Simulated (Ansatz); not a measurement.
A structure relaxed at PBE-D4/def2-TZVPD in Ansatz, charge -1, singlet:

| atom | x (Å) | y (Å) | z (Å) |
| --- | --- | --- | --- |
| Cu1 | -1.346 | 1.466 | 1.558 |
| Br2 | 1.499 | -1.632 | -1.735 |
| Br3 | -0.153 | 0.166 | 0.177 |

(1) Give its formula and point group.

(2) Summarise the bond lengths by kind (pairs closer than 1.2 times the sum of covalent radii, bridged metal pairs left out).

## Answers

(1) CuBr₂⁻. Point group C∞v (tolerance 0.1 Å).

(2) 1 × Br–Cu 2.24 Å. The metal has 1 neighbour: Br 2.24 Å.

The relaxation made no stability test and no search for a lower SCF solution. No other spin state of charge -1 was run. Another isomer (singlet) lies 3.04 eV lower at PBE0-D4/def2-TZVPD; other spin states weren't run for this one.
